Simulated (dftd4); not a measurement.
C₆H₁₃O₃ (SMILES COC[CH]OCCOC), doublet, geometry from GFN2-xTB; D4 for hf run with dftd4.

Input for dftd4:
```
$ dftd4 mol.xyz --func hf --charge 0 --json dftd4.json --noedisp

# file mol.xyz
22

C      3.36064233     1.13411996     0.15655927
O      2.62953146     0.11588340     0.78942330
C      2.22133277    -0.94172670    -0.09804301
C      1.25314828    -0.53894923    -1.14089440
O      0.00129196    -0.06426956    -0.88193957
C     -0.48688719    -0.17092261     0.43625535
C     -1.86297788     0.48259182     0.49499214
O     -2.83009356    -0.44972084     0.07609765
C     -4.12156186     0.09347466     0.00147380
H      4.26124644     0.73273269    -0.32464664
H      3.64877088     1.83563462     0.93738071
H      2.75890333     1.65451577    -0.59736372
H      3.10977918    -1.36258816    -0.58736420
H      1.80054811    -1.68820087     0.58400122
H      1.56855606    -0.28421466    -2.13716396
H      0.20109800     0.32322106     1.13334684
H     -0.59097708    -1.22575139     0.72067255
H     -1.87143081     1.36632226    -0.15998179
H     -2.07479961     0.80865985     1.52579531
H     -4.45427923     0.46529645     0.97939490
H     -4.16687391     0.91790725    -0.72102446
H     -4.77855904    -0.71020645    -0.32375694
```

It wrote (shortened):

```
                    ____  _____ _____     ____  _  _
      -------------|  _ \|  ___|_   _|---|  _ \| || |------------
     |             | | | | |_    | | ___ | | | | || |_           |
     |             | |_| |  _|   | ||___|| |_| |__   _|          |
     |             |____/|_|     |_|     |____/   |_|            |
     |             ===================================           |
     |            E. Caldeweyher, S. Ehlert & S. Grimme          |
     |          Mulliken Center for Theoretical Chemistry        |
     |                    University of Bonn                     |
      -----------------------------------------------------------

Rational (Becke-Johnson) damping: hf-D4-ATM
---------------------
  s6         1.0000
  s8         1.6168
  s9         1.0000
  a1         0.4496
  a2         3.3574
 alp        16.0000
--------------------

Dispersion energy:      -5.9523512207153E-02 Eh

[Info] JSON dump of results written to 'dftd4.json'
```
